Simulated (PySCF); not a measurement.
# Polarisability and C₆ of Ca²⁺ (calcium, charge +2)

[Ar], closed-shell 1S. Calculation: PySCF 2.14, in an uncontracted even-tempered set (19 s from 0.054 bohr⁻², ratio 2.5; 13 p from 0.071 bohr⁻², ratio 2.5; 5 d from 1.5 bohr⁻², ratio 2.7; 5 f from 2.3 bohr⁻², ratio 2.7); no relativity, point nucleus. Coupled (time-dependent) response in atomic units; α is the mean over directions.

```tsv
method	mean α (bohr³)	C₆ (like pair)	S(−4)
UHF	1.492	3.262	0.5418
PBE0	1.522	3.308	0.5919
```

S(−4) is the Cauchy moment in α(ω) = α(0) + S(−4) ω² + …

α(iu) at UHF:

```csv
u (hartree),α(iu) (bohr³)
0,1.492
0.0500,1.490
0.100,1.486
0.200,1.471
0.300,1.445
0.500,1.372
0.750,1.254
1.00,1.126
1.50,0.8910
2.00,0.7053
3.00,0.4655
5.00,0.2519
```

A single London oscillator, α(iu) = α/(1 + u²/ω²), gives C₆ = (3/4) ω α². Matching the computed C₆ needs ω = 4 × 3.262 / (3 × 1.492²) = 1.95 hartree.

For an ion, C₆ is the dispersion term alone; charge-induced terms of lower order in 1/R come first.
